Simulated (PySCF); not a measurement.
Bonds (- single, = double, # triple, : aromatic): C1#C2 1.218 Å, C2-Si3 1.841 Å, Si3-O4 1.670 Å, Si3-Si5 2.340 Å, Si5-N6 1.738 Å. C1 carries H7; Si3 carries H8; O4 carries H9; Si5 carries H10, H11; N6 carries H12, H13. Stereochemistry as in C#C[Si@H](O)[SiH2]N. H11 is pro-R; H10 is pro-S.

Geometry: PBE0-D3(BJ)/def2-SVP; GIAO shifts from PySCF 2.14.0 with density-fitted response routines, gas phase, non-relativistic, averaged over equivalent atoms.

At PBE0/pcSseg-1 (151 basis functions, 18 s wall time on 1 thread of an Arm Neoverse V1, shared host):
```
  atoms  δ (ppm)
     C1    105.6
     C2     89.5
    Si3    -36.2
    Si5    -50.8
     O4     20.3
     N6     -5.2
     H8     5.27
    H10     4.96
    H11     4.81
     H7     2.60
     H9     0.75
H12/H13    -0.34
```

δ = σ(ref) − σ, references computed at the same level: TMS for ¹³C (184.41 ppm), ²⁹Si (351.99 ppm), ¹H (31.27 ppm); ¹⁷O (334.56 ppm) against H2O; ¹⁵N (265.67 ppm) against NH3.

What do these become at BLYP/pcSseg-1?

## Answers


```csv
atoms,δ at BLYP/pcSseg-1,change
C1,98.8,-6.8
C2,87.7,-1.8
Si3,-41.2,-5.0
Si5,-54.3,-3.5
O4,30.6,+10.3
N6,0.0,+5.2
H8,5.40,+0.13
H10,5.14,+0.18
H11,4.79,-0.02
H7,2.43,-0.17
H9,0.56,-0.19
H12/H13,-0.45,-0.11
```

Referencing at the same level of theory: TMS for ¹³C (σref 175.31), ²⁹Si (σref 323.46), ¹H (σref 31.36); ¹⁷O (σref 333.67) against H2O; ¹⁵N (σref 262.57) against NH3.

The largest change is at O4 (oxygen bonded to Si, H). Cost: 151 basis functions, 19 s wall time on 1 thread of an Intel Xeon Platinum 8488C, shared host.

Experimental scales use liquid or dissolved standards, which lie at an offset from isolated NH3 (liquid NH3: subtract about 20 ppm) and H2O (liquid H2O: subtract about 36 ppm).
